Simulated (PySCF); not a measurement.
Method: TPSSh-D3(BJ)/def2-TZVP run with PySCF 2.14.0. Isolated molecules, 0 K electronic values unless said otherwise. 

Reference species (SMILES): `[Br][Ga]([Br])[Br]` (neutral, multiplicity 1).

```
Quantity        Value
-------------  ------
dipole moment  0.00 D
```

Changed species: `[Br][GaH][Br]` (whole molecule; the reference has whole molecule).

**Question.** Give the shifts of the dipole moment.

**Answer.** the dipole moment rises by 1.39 D, to 1.39 D.
